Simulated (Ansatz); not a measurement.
The same path of ClFGeH2O (6 atoms, charge 0, multiplicity 1) was run twice with different band settings. Lost on the way: Ge1–H2, Ge1–Cl3. Made: H2–Cl3.

Computed with Ansatz 0.2.0, RKS PBE-D4/def2-SVP.

Relaxed end points:

```xyz
6
Properties=species:S:1:pos:R:3
Ge 0.060 -0.020 0.372
H 0.015 -0.062 1.906
Cl 2.061 0.198 -0.417
O -0.987 1.294 -0.188
H -0.944 1.406 -1.157
F -0.531 -1.529 -0.290
```

```xyz
6
Properties=species:S:1:pos:R:3
Ge -1.050 -0.119 0.418
H 1.886 -0.001 2.061
Cl 2.099 0.068 0.781
O -1.269 1.382 -0.557
H -1.166 1.188 -1.512
F -0.825 -1.232 -0.966
```

Common settings: spring 5.0 eV/Å²; optimiser quadratic models (default); start path through a guess of the saddle point; force threshold 0.03 eV/Å; iteration limit 60; end points relaxed.

| run | movable images | climbing image |
| --- | --- | --- |
| 1 | 9 | yes |
| 2 | 4 | no |

Q: What does each run give, and how far can it be trusted?

A: Run 1: converged after 12 iterations, highest image 1.896 eV above the first end. A vibrational analysis at the climbing image gives one clearly imaginary mode, 908i cm⁻¹: a first-order saddle point.
Run 2: converged after 10 iterations, highest image 1.620 eV above the first end. Neighbouring images differ by up to 1.4 eV, so the band resolves the path poorly. No image climbed, so the highest image needn't sit at the top of the path.
The orbitals stay closed-shell, which can raise the energy where a bond breaks towards radicals; this wasn't checked here.
